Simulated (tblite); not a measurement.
Compound: C4H10Ge.
SMILES with atom numbers: `[CH2:1]=[CH:2][CH2:3][CH2:4][GeH3:5]` (hydrogens: H6, H7 on C1; H8 on C2; H9, H10 on C3; H11, H12 on C4; H13, H14, H15 on Ge5)

Cartesian coordinates in Å at the GFN2-xTB level; atoms count from 1:
```xyz
15
C4H10Ge angstrom
C     -2.3442    0.7290    0.4822
C     -1.2047    0.5557   -0.1585
C     -0.5882   -0.7713   -0.4556
C      0.7476   -0.9356    0.2725
Ge     2.1160    0.3935   -0.2432
H     -2.7443    1.7073    0.6876
H     -2.9315   -0.1074    0.8266
H     -0.6271    1.4110   -0.4951
H     -0.4144   -0.8505   -1.5338
H     -1.2702   -1.5737   -0.1617
H      1.1456   -1.9318    0.0651
H      0.5821   -0.8797    1.3501
H      1.9193    1.7312    0.3951
H      3.4815   -0.0718    0.1552
H      2.1280    0.6017   -1.7254
```

Computed values, GFN2-xTB/tblite, gas phase, harmonic and unscaled. This tight-binding method is rough: wavenumbers can miss measured ones by several per cent, in bad cases by 10 to 20. Modes of hydrogen on germanium can be 10 to 20 % off. One conformer, not necessarily the lowest.

Harmonic wavenumbers (cm⁻¹): 54.3, 81.3, 150.2, 189.0, 320.5, 420.5, 460.2, 501.8, 588.1, 646.4, 763.3, 786.0, 862.8, 876.0, 894.7, 911.3, 944.1, 1014.2, 1035.2, 1099.3, 1129.4, 1212.6, 1267.7, 1272.6, 1324.1, 1416.9, 1457.1, 1479.8, 1722.8, 1978.0, 2065.3, 2068.7, 2931.2, 2944.4, 2960.0, 2965.3, 3010.9, 3093.4, 3122.4.

A = 7769, B = 1331, C = 1214 MHz; mass 131.999 u (most abundant isotopes); point group C1, symmetry number 1.

**Question.** Zero-point energy?

**Answer.** Half the sum of the wavenumbers: 26011 cm⁻¹ = 74.37 kcal/mol.

**Question.** What is S at 298.15 K and 1 bar for an ideal gas of classical rigid rotors and harmonic oscillators?

**Answer.** Translation 40.57, rotation 27.64, vibration 19.52: S = 87.7 cal/(mol K).

**Question.** And Cp and H(298.15 K) − H(0)?

**Answer.** Cp = 29.42 cal/(mol K), of which vibrations give 21.47 (their classical limit is 39 R = 77.5); H(298.15 K) − H(0) = 5.46 kcal/mol without the zero-point energy, 3.09 from vibrations.

**Question.** What must be added to the electronic energy to get the Gibbs energy at 298.15 K and 1 bar?

**Answer.** ZPE + [H(298.15 K) − H(0)] − T·S = 74.37 + 5.46 − 26.16 = 53.67 kcal/mol.

**Question.** Blend soft modes into free rotors: weight 1/[1 + (100 cm⁻¹/ν̃)⁴] for the oscillator and the rest for a rotor with moment μB/(μ + B), μ = h/(8π²ν), B = 10⁻⁴⁴ kg m². What vibrational entropy results?

**Answer.** 17.84 cal/(mol K) in place of 19.52, which changes −T·S at 298.15 K by +0.50 kcal/mol.

Hindered rotation and anharmonicity are outside this model. Other conformers, if any are populated, would add a mixing term that is left out. The structure is chiral; the term R ln 2 for an equal mix with its mirror image is left out.
